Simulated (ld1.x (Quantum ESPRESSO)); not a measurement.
# Configuration tests for ytterbium (TM)

- Element: Yb
- Generator: ld1.x (Quantum ESPRESSO) 7.5
- Type: norm-conserving Troullier–Martins (Kleinman–Bylander form)
- Functional: PBEsol
- Relativity: scalar-relativistic
- Frozen core: [Kr] 4d10 5s2
- Valence charge: 22
- Reference configuration: 4f14 5p6 5d0 6s0 6p0 (charge +2)
- Partial waves: 5p (bound): rc 2.30 bohr; 5d (bound, empty): rc 3.00 bohr; 4f (bound): rc 0.55 bohr; 6s (bound, empty): rc 2.30 bohr
- Local potential: the s channel
- Core correction: a·sin(br)/r model core, default radius (core density twice the valence density)

Energies are relative to the spin-unpolarised reference configuration 4f14 5p6 5d0 6s0 6p0; without spin polarisation the order of configurations can differ from experiment. Not all tests gave a result: 1 of 7 tests not solved or not reliable.

| valence configuration | charge | ΔE all-electron (eV) | error AE − PS (meV) |
| --- | --- | --- | --- |
| 4f14 5p6 5d0 6s2 6p0 | 0 | -18.670 | +23 |
| 4f14 5p6 5d0 6s1 6p0 | +1 | -12.126 | +6.8 |
| 4f14 5p5 5d0 6s2 6p0 | +1 | 14.370 | -241 |
| 4f14 5p6 5d0 6s0 6p2 | 0 | -12.610 | -483 |

Question: What are ΔE and the potential's error for 4f14 5p6 5d0 6s1 6p1?

Answer: ΔE = -15.729 eV all-electron; the error (AE − PS) is -196 meV.

Question: What are ΔE and the potential's error for 4f13 5p6 5d0 6s0 6p0?

Answer: ΔE = 26.627 eV all-electron; the error (AE − PS) is -1516 meV.

Levels in the configuration 4f14 5p6 5d0 6s1 6p0:

| level | all-electron (eV) | pseudo (eV) |
| --- | --- | --- |
| 4f | -9.799 | -9.886 |
| 5p | -34.269 | -34.317 |
| 6s | -9.260 | -9.269 |

These tests converged, but a pseudo level misses the all-electron one widely, so the file describes the atom poorly there or has found another state: 4f13 5p6 5d0 6s0 6p0: 4f by 3.3 eV (a node warning on the way).

A Bessel basis up to 400 Ry misses an occupied level by 0.95 Ry, so cutoffs and ghosts were not judged.
